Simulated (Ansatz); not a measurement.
The first iterations of a band of CH$_{7}$BN$_{2}$O (12 atoms, charge 0, multiplicity 1).

The calculation used RKS BHLYP-D4/6-31G (Ansatz).

- movable images: 5
- climbing image: yes
- spring: 5.0 eV/Å²
- optimiser: quadratic models (default)
- start path: IDPP
- force threshold: 0.03 eV/Å
- iteration limit: 60
- end points: relaxed

Initial state:

```xyz
12
Properties=species:S:1:pos:R:3
N -0.861 0.949 0.763
B -0.012 -0.119 0.416
N 0.254 -1.209 1.275
C 0.677 -0.047 -1.011
O 0.033 0.922 -1.891
H -1.350 1.037 1.629
H -0.945 1.725 0.137
H -0.107 -1.280 2.205
H 0.832 -1.978 1.002
H 1.700 0.309 -0.919
H 0.732 -1.022 -1.502
H -0.876 0.656 -2.069
```

Final state:

```xyz
12
Properties=species:S:1:pos:R:3
N -0.855 0.953 0.765
B -0.011 -0.118 0.416
N 0.249 -1.212 1.272
C 0.678 -0.047 -1.011
O 0.032 0.919 -1.892
H -1.345 1.041 1.631
H -0.938 1.730 0.139
H 0.822 -1.983 0.997
H -0.113 -1.283 2.201
H 1.700 0.313 -0.918
H 0.736 -1.022 -1.501
H -0.878 0.654 -2.066
```

| iteration | highest image above the first end (eV) | largest band force component (eV/Å) |
| --- | --- | --- |
| 1 | 0.816 | 1.497 |
| 2 | 0.755 | 1.000 |

Task: Does the band converge within its limit, and where does its top end?

Result: The run converged. It ended after 8 iterations with the highest image 0.717 eV above the first end. A vibrational analysis at the climbing image gives one clearly imaginary mode, 549i cm⁻¹: a first-order saddle point. Limits of this set-up: no polarisation functions.

Time of the run: 2.1 min on 1 thread of Arm Neoverse V1 (shared host), peak memory 0.13 GiB.
